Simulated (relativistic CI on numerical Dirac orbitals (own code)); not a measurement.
# L2,3 absorption of copper in several valence states

Computed multiplet spectra 2p⁶3dⁿ → 2p⁵3dⁿ⁺¹ (Dirac-Coulomb-Breit ions, Slater integrals scaled by 0.9, an assumed crystal field that grows with the charge, no charge transfer; 300 K; Lorentzian 0.4 eV and Gaussian 0.3 eV FWHM at both edges, so that L2 comes out sharper than in experiment). Peaks over 5 % are given in eV from the highest peak in the L3 region of each spectrum (height, largest 100). S of the lowest state is read from ⟨S²⟩, and the branching ratio is the share of L3, cut at the minimum between the edges.

Field parameters in Wybourne normalisation: Td as Oh with Dq negative (B⁴₀ = 21Dq, B⁴₄ = √(5/14) B⁴₀). The field is a parameter set, without covalency.

- Cu²⁺ (d9, Td, 10Dq = -4850 cm⁻¹): S = 0.50, branching ratio 0.99; peaks 0.0 (100)
- Cu³⁺ (d8, Td, 10Dq = -6300 cm⁻¹): S = 1.00, branching ratio 0.92; peaks 0.0 (100), 0.8 (84), 3.4 (21), 22.4 (14)
- Cu⁴⁺ (d7, Td, 10Dq = -7700 cm⁻¹): S = 1.50, high spin, branching ratio 0.77; peaks -1.0 (48), 0.0 (100), 0.8 (96), 1.5 (84), 2.0 (87), 2.9 (50), 3.7 (19), 4.3 (23), 5.2 (16), 6.1 (13), 20.1 (13), 21.0 (30), 21.8 (56), 24.7 (11), 25.9 (9)

The centroid of the whole edge, which also moves with the branching ratio, lies at 931.6 (Cu²⁺), 936.3 (Cu³⁺), 943.4 (Cu⁴⁺) eV in this ionic model, in steps of 4.7 to 7.1 eV. Compounds show about 1 to 2 eV a unit and lower energies for the high valences, since ligands screen the charge. The multiplet shape follows the d count and the spin state, and so serves as a fingerprint of valence. For d9 in this field spin-orbit coupling puts the hole into a state that the L2 transition cannot reach; a distortion restores L2.
